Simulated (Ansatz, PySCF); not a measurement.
Energy difference R1 + R2 → P1, each structure at its B3LYP-D3(BJ)/def2-TZVP stationary point, reached from a drawn start (curvature not checked).
P1: H2O2S2 (SMILES OSSO), charge 0, multiplicity 1.
R1, H2S (SMILES S) (charge 0, multiplicity 1, Z-matrix in Å and degrees):
```
S
H 1 1.3426
H 1 1.3426 2 92.55
```
R2: SO2 (SMILES O=S=O), charge 0, multiplicity 1.

P less R. No zero-point or thermal terms. One arrangement of each flexible species, with no search for the lowest.

Codes used: Ansatz (Gaussian basis) for Hartree–Fock, density functionals and correlated methods; PySCF for the D3/D4 terms. No computed number here is a measurement.

One of these levels gives 0.305 eV for the reaction energy. Which?
A) CAM-B3LYP/def2-TZVPP
B) HF/cc-pV(Q+d)Z
C) revPBE-D4/def2-TZVPP
D) PBE-D3(BJ)/def2-TZVPP

B, HF/cc-pV(Q+d)Z. The others give 0.012 (PBE-D3(BJ)/def2-TZVPP), 0.062 (revPBE-D4/def2-TZVPP), 0.197 (CAM-B3LYP/def2-TZVPP)

Ansatz is a program for electronic structure.
